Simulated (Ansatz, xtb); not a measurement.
**Relative energy of two isomers of C3H7BGe**

Structure X: `CC#C[BH][GeH3]`, a singlet. Structure Y: `BC#C[CH2][GeH3]`, a singlet. Both are isolated molecules in the gas phase, relaxed with r2SCAN-D4/def2-SVP.

X (Å):

```xyz
12

C     0.2416   -0.3337    3.1696
C     0.8633    0.0949    1.9367
C     1.3901    0.4643    0.8868
B     1.9874    0.8976   -0.4101
Ge    0.9814    0.6456   -2.1921
H     0.9280   -0.2778    4.0299
H    -0.6340    0.3006    3.3889
H    -0.1285   -1.3689    3.0825
H     3.0830    1.4101   -0.4357
H    -0.4020   -0.0114   -2.0501
H     1.8140   -0.2180   -3.1615
H     0.7858    2.0042   -2.8955
```

Y (Å):

```yaml
atoms:
  - { symbol: C, position_ang: [0.5412, -0.2363, 1.9549] }
  - { symbol: C, position_ang: [1.1807, 0.4252, 1.1339] }
  - { symbol: C, position_ang: [1.8844, 1.1675, 0.1286] }
  - { symbol: B, position_ang: [-0.2211, -1.0308, 2.9660] }
  - { symbol: Ge, position_ang: [1.0985, 0.7772, -1.6574] }
  - { symbol: H, position_ang: [0.1348, -2.1481, 3.2589] }
  - { symbol: H, position_ang: [-1.2006, -0.5638, 3.4981] }
  - { symbol: H, position_ang: [2.9526, 0.8943, 0.0778] }
  - { symbol: H, position_ang: [1.8081, 2.2578, 0.2830] }
  - { symbol: H, position_ang: [-0.3735, 1.2003, -1.6487] }
  - { symbol: H, position_ang: [1.2287, -0.7237, -1.9334] }
  - { symbol: H, position_ang: [1.8861, 1.5870, -2.6976] }
```

Task: Which of the two would you expect CCSD(T)/def2-SVP + ΔMP2/def2-TZVPP electronic energies to favour?

Result: Structure X; the calculation gives E(Y) − E(X) = +1.51 kcal/mol.

Level by level:

| level | geometry | E(Y) − E(X) (kcal/mol) | departure from the last row (kcal/mol) | job, with rough time for the two |
| --- | --- | --- | --- | --- |
| GFN2-xTB | GFN2-xTB | +0.05 | −1.47 | optimisation, 0.3 s |
| HF/STO-3G | GFN2-xTB | −2.07 | −3.58 | single point, 0.78 s |
| r2SCAN-D4/def2-SVP//GFN2-xTB | GFN2-xTB | +2.77 | +1.25 | single point, 3.9 s |
| r2SCAN-D4/def2-SVP | r2SCAN-D4/def2-SVP | +3.48 | +1.97 | optimisation, 48 s |
| HF/def2-SVP | r2SCAN-D4/def2-SVP | +1.44 | −0.08 | part of the CCSD(T) run |
| MP2/def2-SVP | r2SCAN-D4/def2-SVP | +1.17 | −0.35 | part of the CCSD(T) run |
| CCSD(T)/def2-SVP | r2SCAN-D4/def2-SVP | +2.41 | +0.89 | single point |
| CCSD(T)/def2-SVP + ΔMP2/def2-TZVPP | r2SCAN-D4/def2-SVP | +1.51 |  | single point, 68 s |

As drawn, Y has 1 C–Ge, 1 B–H in place of 1 B–Ge, 1 C–H.

HF/STO-3G puts the two in the other order. GFN2-xTB finds them nearly level. The largest departure from CCSD(T)/def2-SVP + ΔMP2/def2-TZVPP is that of HF/STO-3G, 3.58 kcal/mol. A small imaginary or near-zero mode remains, so no thermal terms are given. The last row adds to CCSD(T) the change of the MP2 difference between the two basis sets, here −0.89 kcal/mol.

The correlated steps freeze 13 core orbitals; the filled d shell of Ge is correlated, in a basis made for valence electrons. Programs: Ansatz 0.2.0, xtb 6.7.1; the last row on 2 threads of Intel(R) Xeon(R) Platinum 8488C (Sapphire Rapids) on a shared host.
